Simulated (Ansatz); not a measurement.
BiBr₃, singlet, geometry from GFN2-xTB (such geometries of metal compounds can be far from the true shape) (core potentials on Bi); BLYP/def2-TZVP in Ansatz (an electronic-structure program).

Ansatz was given this input:
Ansatz 0.2 input:
```yaml
crystal:
  periodic: [false, false, false]
  atoms:
    - {symbol: Bi, position_ang: [0.00161438, 0.00205729, 0.76455345]}
    - {symbol: Br, position_ang: [-1.68714961, -1.43917361, -0.59693332]}
    - {symbol: Br, position_ang: [-0.40330196, 2.17716175, -0.60937517]}
    - {symbol: Br, position_ang: [2.08662318, -0.74286685, -0.60677541]}
basis:
  gaussian:
    orbitals: def2-TZVP
hamiltonian:
  xc: blyp
accuracy: high
```

Output, abridged:

```
Functional definition: BLYP
2910 factors; integrals over basis functions are off by at most 1.4e-8 eV
mean field evaluation 1: about -215982.9121 eV, gradient 2.6e1 eV
mean field evaluation 2: about -215971.2461 eV, gradient 6.6e1 eV
mean field evaluation 4: about -215985.0409 eV, gradient 2.6e0 eV
mean field evaluation 8: about -215985.0619 eV, gradient 1.8e-1 eV
mean field evaluation 16: about -215985.0620 eV, gradient 6.6e-5 eV
mean field -215985.06198209 eV, -7937.3046279085 hartree, gradient 4.6e-8 eV, S^2 0.000000; 0 other end points of the search recorded, 0 dependent functions left out
reference -215985.06203049 eV, -7937.3046296872 hartree; 64, 64 occupied and 130, 130 virtual orbitals, 2910 factors
Total energy: -215985.06203049 eV, -7937.3046296872 hartree
```
